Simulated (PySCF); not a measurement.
Electronic structure of Os²⁺ (osmium, charge +2) at the UHF level

Configuration: [Xe] 4f14 5d5 6s1, high-spin 7S determinant (an excited configuration). Calculation: PySCF 2.14, in def2-TZVPPD with the def2 core potential (60 electrons); a scalar-relativistic core potential.

- Total energy: -89.031114 hartree
- One-electron energy: -143.6646 hartree
- Hartree (Coulomb) energy: 62.9521 hartree
- Exchange energy: -8.3186 hartree
- ⟨S²⟩: 12.0023
- ⟨L²⟩: 0.000
- Sum of ⟨r⟩: 20.15 bohr
- Sum of ⟨r²⟩: 35.02 bohr²

```csv
shell,electrons,mean orbital energy (eV),"rms radius, mean of both spins (bohr)"
5s α,1,-132.41,1.09
5s β,1,-124.90,1.09
5p α,3,-86.255,1.26
5p β,3,-75.959,1.26
5d α,5,-33.262,1.75
6s α,1,-25.750,2.77
```

Energies and moments cover only the electrons outside the core potential. Spin-orbit coupling, which splits the p, d and f shells strongly at this Z, is absent.
